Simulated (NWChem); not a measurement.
N2H3, doublet; SMILES N[NH]

All runs: NWChem. Spin-unrestricted. All runs use the structure optimised with PBE0-D3(BJ)/def2-TZVP, spin-unrestricted. No stability test was run on the SCF state. Principal shifts from the free-electron g value, in parts per thousand; spin-orbit coupling by linear response on scalar ZORA.

Problem. Predict the results for PBE/x2c-SVPall, ZORA. Quantities: Δg1 (ppt); Δg2 (ppt); Δg3 (ppt); isotropic Δg (ppt).

Solution. 
```
Item                Result
------------------  ------
Δg1 (ppt)            -0.07
Δg2 (ppt)             1.68
Δg3 (ppt)             3.36
isotropic Δg (ppt)    1.66
```
